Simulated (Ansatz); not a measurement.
Ansatz (a first-principles code) input (CCSD(T)/aug-cc-pV(D+d)Z):
A basis named .json is the Basis Set Exchange file of that set.

Ansatz 0.2 input:
```yaml
crystal:
  periodic: [false, false, false]
  atoms:
    - {symbol: C, position_ang: [-0.73861373, -0.35039991, -0.44895649]}
    - {symbol: C, position_ang: [0.71119902, -0.26135519, -0.14181053]}
    - {symbol: F, position_ang: [1.21919102, 0.96495146, -0.38547061]}
    - {symbol: F, position_ang: [1.38520185, -1.14398635, -0.90253772]}
    - {symbol: F, position_ang: [0.98651160, -0.53864168, 1.15058457]}
    - {symbol: Cl, position_ang: [-1.82614213, 0.65834515, 0.34993613]}
    - {symbol: H, position_ang: [-1.10923568, -1.06224761, -1.16749810]}
basis:
  gaussian:
    orbitals: aug-cc-pV_D+d_Z.json
magnetization: {spin_polarized: true, initial_magnetization: 1}
correlation: {method: ccsd_t, electrons: outside_noble_gas}
output: {forces: true}
```

End of the output:

```
mean field -22698.37741723 eV, -834.1499845703 hartree, gradient 2.5e-6 eV, S^2 0.766904; 0 other end points of the search recorded, 0 dependent functions left out
10 core orbitals not correlated
reference -22698.37741723 eV, -834.1499845703 hartree; 19, 18 occupied and 127, 128 virtual orbitals, 1490 factors
densities: 6.95 GiB planned
second order -27.32442553 eV of doubles, -0.00000000 eV of singles
coupled cluster: 3.98 GiB planned
cycle   1  -27.42692820 eV  change   -1.0e-1 eV  update   1.2e-1
cycle   2  -28.05599341 eV  change   -6.3e-1 eV  update   3.6e-2
cycle   3  -28.22130489 eV  change   -1.7e-1 eV  update   2.1e-2
cycle   4  -28.21907331 eV  change    2.2e-3 eV  update   7.3e-3
cycle   5  -28.21429601 eV  change    4.8e-3 eV  update   3.8e-3
cycle   6  -28.21618689 eV  change   -1.9e-3 eV  update   1.5e-3
cycle   7  -28.21648932 eV  change   -3.0e-4 eV  update   5.7e-4
cycle   8  -28.21634222 eV  change    1.5e-4 eV  update   2.4e-4
cycle   9  -28.21639074 eV  change   -4.9e-5 eV  update   9.5e-5
cycle  10  -28.21635850 eV  change    3.2e-5 eV  update   3.4e-5
cycle  11  -28.21635361 eV  change    4.9e-6 eV  update   1.5e-5
cycle  12  -28.21636443 eV  change   -1.1e-5 eV  update   5.9e-6
cycle  13  -28.21636533 eV  change   -8.9e-7 eV  update   2.6e-6
perturbative correction -0.84736585 eV, -0.0311401207 hartree
the calculation of the forces begins
Total energy: -22727.44114841 eV, -835.2180569910 hartree
Atom 0 at    -0.738614    -0.350400    -0.448956 Å, force    -0.058510     0.018224    -0.006861 eV/Å
Atom 1 at     0.711199    -0.261355    -0.141811 Å, force    -0.117704     0.037194     0.023031 eV/Å
Atom 2 at     1.219191     0.964951    -0.385471 Å, force     0.198047     0.511350    -0.102781 eV/Å
Atom 3 at     1.385202    -1.143986    -0.902538 Å, force     0.303492    -0.386978    -0.332373 eV/Å
Atom 4 at     0.986512    -0.538642     1.150585 Å, force     0.100520    -0.113712     0.533861 eV/Å
Atom 5 at    -1.826142     0.658345     0.349936 Å, force    -0.247801     0.271268     0.223605 eV/Å
Atom 6 at    -1.109236    -1.062248    -1.167498 Å, force    -0.178045    -0.337345    -0.338482 eV/Å
Dipole moment:    -0.342120    -0.106185    -0.151591 e Å
```

It need not be the lowest isomer of its formula.
